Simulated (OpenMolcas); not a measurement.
Tc4+ (d3) in a complex was computed by SS-CASPT2, IPEA 0.25 Eh, imaginary shift 0.1 Eh with the d shell active (OpenMolcas, ANO-RCC-VTZP on the metal). Its lowest spin-free states, and all those of the highest spin:

```
2S+1  Degeneracy  E (cm-1)
   2           2         0
   4           3      2820
   2           3      7860
   2           3      9470
   2           3     10710
   4           3     15360
   2           3     17570
   2           1     17770
   4           3     19890
   2           2     19980
   2           3     21060
   2           3     21820
   4           1     29870
```

Question: Is the site octahedral, tetrahedral or cube-like, axial, or of lower symmetry?

Answer: The states with 2S+1 = 4 have orbital degeneracies 3, 3, 3, 1. Threefold states need a cubic site. For d3 at this spin an octahedron puts the single A2 below the threefold T2 and a tetrahedron or cube puts the threefold T1 below the threefold T2, so the site is a tetrahedron or a cube, which this pattern cannot tell apart. The run had Tc4+ with 4 ligands (chloride) in tetrahedral coordination (Td) at 2.21 Å. Ligand basis ANO-RCC-VDZP.

Roots that are degenerate in the reference are averaged as groups; the widest CASPT2 spread within a group is 480 cm-1 (the 3-fold group of multiplicity 4 near 15400 cm-1 above the lowest state of its run). Shifts and gaps below about the spread of the groups concerned are not significant. Over all roots computed the reference weight is 0.66 to 0.69; a low but even weight reflects the number of correlated electrons. An orbital doublet at a regular site is open to a Jahn-Teller distortion, which this geometry leaves out. This shell can be high or low spin here, a state of another spin lies low, and with metal d orbitals alone active their balance is uncertain, so the ground spin may be wrong, although the usual error favours high spin. The least metal-like active orbital is 67 % on the metal (Löwdin) and no ligand orbital is active, so the numbers are rough, and ground spin, moment and any spin crossover can be artefacts of this space; highly charged d ions in such sites are as a rule low spin. Ligand-to-metal charge-transfer states are missing. These CASPT2 states fit no ligand-field parameters well, so their order and spin gaps are uncertain. With no ligand orbital active B as a rule stays too high, so bands that hang on it stand too high and its fall with covalency is understated. With one d shell and no ligand orbital active, 10Dq can be off by a tenth or more. The distance lies 3 % under the 2.27 Å that this model takes as the normal distance (a Shannon-type radius plus a fixed donor radius); by an R⁻⁵ law this alone changes a d-shell field by about +14 %. No measured value stands beside these numbers; the geometry was imposed, not optimised, and the real ion may take another.
